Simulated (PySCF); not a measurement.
CH₈GeSi₂ (calculated)

Computed with PySCF 2.14.0. Calculation on a computer-drawn molecule: the log of a Hartree-Fock and frozen-core CCSD(T) single point meant for a local Hartree-Fock minimum, with one planted fault or none, to be diagnosed. Offsets are logged minus clean, where the clean run is the same molecule without the fault. The reference is restricted for singlets and unrestricted otherwise, and also for a bond in bohr or an excited solution. Adding or removing an electron swaps singlet and doublet. The excited solution moves the top pair (singlet) or top alpha electron (doublet) to the lowest empty orbital. Highest occupied and lowest empty are orbital energies over both spins, largest force is the largest gradient component, triples share is (T) over the correlation energy, the T1 limit is 0.02 restricted and 0.045 unrestricted, electrons count all cores, a negative frequency is imaginary (commonest isotopes), and the dipole is about the centre of nuclear charge; on germanium a core potential holds 10 electrons, which the energies leave out, and 3d is frozen in MP2 and coupled-cluster steps.

```xyz
12
formula=CH8GeSi2 meant_charge=0 meant_multiplicity=1 meant_basis=cc-pV(D+d)Z meant_basis_and_core_potential_on_germanium=cc-pVDZ-PP_ECP10MDF logged_electrons=74 logged_basis_functions=123 logged_SCF_converged=yes logged_spin_squared=2.03 logged_highest_occupied=-6.2886 logged_lowest_empty=0.56265 logged_largest_force=0.088665 logged_T1_diagnostic=0.012841 logged_D1_diagnostic=0.035209 logged_triples_share=0.026577 logged_CC_converged=yes logged_dipole_magnitude=1.3905 logged_SCF_stable_within_its_kind=yes logged_energy_HF=-913.6555 logged_energy_CCSD(T)=-914.1437 possible_faults=no_fault,one_electron_removed,one_electron_added,multiplicity_raised_by_two,geometry_at_a_saddle_point,SCF_held_on_an_excited_solution,minimal_basis_STO-3G,one_bond_length_entered_in_bohr,all_coordinates_scaled
C     -1.2000     1.4973     1.0630
Si    -0.7867     0.5099    -0.2566
Si     1.3016    -0.5530    -0.4444
Ge     2.7041    -0.0573     1.4493
H     -2.1644     1.9872     1.1479
H     -0.5182     1.6855     1.8856
H     -1.7619     0.2938    -1.3451
H      1.9674    -0.1042    -1.6923
H      1.0951    -2.0191    -0.5456
H      2.9582     1.4503     1.5447
H      4.0507    -0.7746     1.3006
H      2.0372    -0.5280     2.7455
```

Units: logged_highest_occupied, logged_lowest_empty in eV; logged_largest_force in hartree/bohr; logged_dipole_magnitude in debye; logged_energy_HF, logged_energy_CCSD(T) in hartree.

Drawn bonds:
```
atom  other atom  order
   1           2      2
   2           3      1
   3           4      1
   1           5      1
   1           6      1
   2           7      1
   3           8      1
   3           9      1
   4          10      1
   4          11      1
   4          12      1
```

Question: CH₈GeSi₂: planted fault?
Answer: multiplicity raised by two

Further results for CH₈GeSi₂:

- HF energy offset from clean run: 37.37 kcal/mol
- CCSD(T) energy offset from clean run: 62.59 kcal/mol
